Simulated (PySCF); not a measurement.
Atom-mapped SMILES (the numbers label the heavy atoms): `[CH3:1][C@:2]1([F:3])[CH2:4][CH:5]=[CH:6][C:7]1=[O:8]`; H(Xn) means a hydrogen on atom n. Ha(C4) is pro-R; Hb(C4) is pro-S.

Single conformer, no solvent model, relativity neglected, one averaged value for each set of equivalent atoms. NMR shieldings at PBE0/pcSseg-1/GIAO; GFN2-xTB geometry; PySCF.

References, each an isolated molecule treated in the same way: 13C (186.93 ppm) against TMS.

Task: Do the 13C shifts follow the atomic charges (in e)? Tabulate both.

Result: 
| atoms | hybridisation | δ (ppm) | σ para (ppm) | Hirshfeld | IAO | Mulliken | ESP-fitted |
| --- | --- | --- | --- | --- | --- | --- | --- |
| C7 | sp2 | 208.1 | -269 | +0.14 | +0.35 | +0.31 | +0.63 |
| C5 | sp2 | 170.2 | -239 | +0.00 | -0.09 | -0.11 | -0.01 |
| C6 | sp2 | 139.8 | -209 | -0.06 | -0.22 | -0.11 | -0.48 |
| C2 | sp3 | 94.0 | -151 | +0.10 | +0.27 | -0.01 | +0.38 |
| C4 | sp3 | 48.0 | -110 | -0.08 | -0.29 | -0.12 | -0.26 |
| C1 | sp3 | 24.7 | -86 | -0.13 | -0.43 | -0.20 | -0.52 |

Correlation coefficients of δ with charge over these carbons: Hirshfeld +0.70, IAO +0.67, Mulliken +0.71, ESP-fitted +0.61; with the paramagnetic shielding -1.00. With so few points, grouped by hybridisation, these coefficients are fragile. Charge is one influence among several: hybridisation and low-lying excitations act through the paramagnetic term.

Shifts are as computed. Against solution values, carbons near 30 ppm lie about +3 ppm off and those near 130 ppm about +5 ppm. Of 1211 compounds with measured shifts, 218 miss one by over three times the rms of a fit or turn the order of signals round; such compounds aren't used in these exercises.
